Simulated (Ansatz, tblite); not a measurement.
Spin states of SiMo₃ (the lowest singlet isomer of a short search), each relaxed with PBE0-D4/def2-SVP in Ansatz. Electronic energies in the gas phase.

In the def2 sets Mo takes a core potential; there is no spin–orbit coupling. The xTB rows come from tblite. Correlated methods freeze 5 core orbitals; core or outer-core shells of Mo are correlated, in sets that lack core-valence functions. The structure comes from a short search, and lower isomers may exist.

Singlet geometry (C3v within 0.1 Å):

```
atom   x (Å)   y (Å)   z (Å)
 Mo1   1.033   0.704   0.617
 Mo2   0.329  -0.063  -1.353
 Mo3  -1.128   0.815   0.086
 Si4  -0.234  -1.456   0.650
```

Triplet geometry (Cs within 0.1 Å):

```csv
atom,x (Å),y (Å),z (Å)
Mo1,-0.130,1.424,0.230
Mo2,-0.787,-0.184,-1.130
Mo3,-0.641,-0.903,0.912
Si4,1.558,-0.337,-0.012
```

⟨S²⟩: triplet 2.17 at PBE0-D4/def2-TZVP (pure 2.00).

Run but left out: HF/STO-3G, HF/def2-TZVP, BHLYP-D4/def2-TZVP, LC-ωPBE/def2-TZVP (triplet: ⟨S²⟩ 2.87 to 6.38, where a pure state has 2.00).

The quintet was relaxed too but is left out (at the level of its geometry, ⟨S²⟩ 6.37, where a pure state has 6.00); at PBE0-D4/def2-TZVP it lies 0.55 eV above the lowest shown. Higher spins weren't run and may lie lower.

| level | triplet − singlet (kJ/mol) | lowest of these |
| --- | --- | --- |
| GFN2-xTB | 56.2 | singlet |
| LDA (SPW92)/def2-TZVP | 52.2 | singlet |
| PBE-D4/def2-TZVP | 35.8 | singlet |
| RPA@PBE/def2-TZVP | 50.5 | singlet |

(1) Estimate the rows for GFN1-xTB, r2SCAN-D4/def2-TZVP, B97M-V/def2-TZVP, PBE0-D4/def2-TZVP.

Results:

(1) 
```json
{"level": "GFN1-xTB", "triplet − singlet (kJ/mol)": "36.3", "lowest of these": "singlet", "remarks": "–"}
{"level": "r2SCAN-D4/def2-TZVP", "triplet − singlet (kJ/mol)": "20.7", "lowest of these": "singlet", "remarks": "–"}
{"level": "B97M-V/def2-TZVP", "triplet − singlet (kJ/mol)": "31.6", "lowest of these": "singlet", "remarks": "–"}
{"level": "PBE0-D4/def2-TZVP", "triplet − singlet (kJ/mol)": "19.6", "lowest of these": "singlet", "remarks": "spin-contaminated (⟨S²⟩ 2.17) (triplet)"}
```

The xTB methods have no spin-polarisation term.
